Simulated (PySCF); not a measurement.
Sn(F)2(Cl)(NH2) (ClF2H2NSn), SMILES [NH2][Sn]([F])([F])[Cl].

Coordinates come from a B3LYP-D3(BJ)/def2-SVP optimisation. The structure was generated by enumeration; whether it is a known compound was not checked. The def2 effective core potentials stand for the cores of Sn; spin–orbit coupling is left out. One conformer was computed; it need not be the lowest.

Two levels are set side by side: PBE/def2-TZVP (PySCF) and M06-2X/def2-TZVP (PySCF). Same geometry, gas phase. Differences are taken from unrounded values.

| quantity | M06-2X | PBE | PBE minus M06-2X |
|---|---|---|---|
| orbital gap (eV) | 8.81 | 3.74 | -5.07 |
| highest occupied level (eV) | -10.51 | -7.46 | 3.05 |
| lowest empty level (eV) | -1.70 | -3.72 | -2.01 |
| dipole moment (D) | 2.93 | 2.89 | -0.03 |
| mean polarisability (bohr³) | 52.3 | 56.9 | 4.6 |

Without exact exchange PBE keeps part of each electron's self-repulsion, which lifts occupied levels and narrows the gap. Loosely held outer electrons make PBE densities more polarisable. Differences between two approximate levels are no errors against the true value.

Rough cost on one machine, each run with all the roots and properties that it gave: M06-2X against PBE about 3 times.
